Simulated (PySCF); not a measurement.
**Radial density of Ar (argon, neutral)**

UHF, [Ar], closed-shell 1S. Calculation: PySCF 2.14, in x2c-SVPall; scalar relativity by spin-free X2C-1e.

```
r (bohr)  4πr²ρ (e/bohr)
 0.00139         0.09566
 0.00234          0.2663
 0.00393          0.7214
 0.00661           1.837
  0.0111           4.242
  0.0187           8.962
  0.0314           15.78
  0.0529           20.89
  0.0889           18.09
   0.150           14.56
   0.252           20.47
   0.423           15.77
   0.712           4.617
    1.20           5.853
    2.01           2.889
    3.39          0.2906
    5.70       5.289e-05
```

Densities and radii are taken from the X2C orbitals without a picture-change correction, which distorts them close to the nucleus.
